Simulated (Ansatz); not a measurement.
Relaxation of BH₈NOSi (12 atoms, charge 0, multiplicity 1), to a largest force component of 0.03 eV/Å in at most 50 steps.

Theory: RHF/6-31G* in Ansatz.

```xyz
12
Properties=species:S:1:pos:R:3
B -0.046 -0.513 -0.171
H -0.218 -0.672 0.998
H 1.045 -0.427 -0.630
O -1.093 -0.529 -1.022
H -1.930 -0.643 -0.597
N -0.156 1.947 1.058
H -1.004 2.385 0.759
Si 1.190 2.925 1.549
H 2.317 2.016 1.825
H 1.529 3.857 0.460
H 0.950 3.732 2.767
H -0.360 1.100 1.594
```

Q: Where does it end, and by what steps?

A: It converged. The force dipped under the threshold on the way, but the program's further checks kept it going. After 28 steps the energy has fallen by 0.195 eV; H10 moved furthest, 0.92 Å.

```tsv
step	energy less start (eV)	largest force component (eV/Å)	accepted
0	0.0000	1.294	yes
1	-0.1059	0.353	yes
2	-0.1272	0.574	yes
3	-0.1438	0.420	yes
4	-0.1529	0.308	yes
5	-0.1538	0.374	yes
6	-0.1677	0.277	yes
7	-0.1750	0.100	yes
8	-0.1791	0.100	yes
9	-0.1825	0.174	yes
10	-0.1843	0.129	yes
11	-0.1841	0.172	no
12	-0.1863	0.060	yes
13	-0.1880	0.039	yes
14	-0.1887	0.086	yes
15	-0.1895	0.115	yes
16	-0.1903	0.136	yes
17	-0.1910	0.112	yes
18	-0.1911	0.167	yes
19	-0.1927	0.098	yes
20	-0.1932	0.033	yes
21	-0.1936	0.018	yes
22	-0.1938	0.108	yes
23	-0.1944	0.035	yes
24	-0.1945	0.037	yes
25	-0.1948	0.012	yes
26	-0.1950	0.036	yes
27	-0.1952	0.042	yes
28	-0.1953	0.028	yes
```

```xyz
12
Properties=species:S:1:pos:R:3
B -0.009 -0.404 -0.422
H 0.272 -1.150 0.468
H 0.825 0.178 -1.038
O -1.290 -0.280 -0.841
H -1.902 -0.799 -0.339
N -0.226 1.880 1.341
H -0.854 2.165 0.617
Si 1.212 2.812 1.611
H 2.083 2.054 2.531
H 1.877 3.014 0.312
H 0.982 4.146 2.215
H -0.745 1.561 2.135
```

Whether the end is a true minimum wasn't checked by a vibrational analysis.

The run took 44 s on 1 thread of Arm Neoverse V2, on a shared host, peak memory 0.14 GiB.
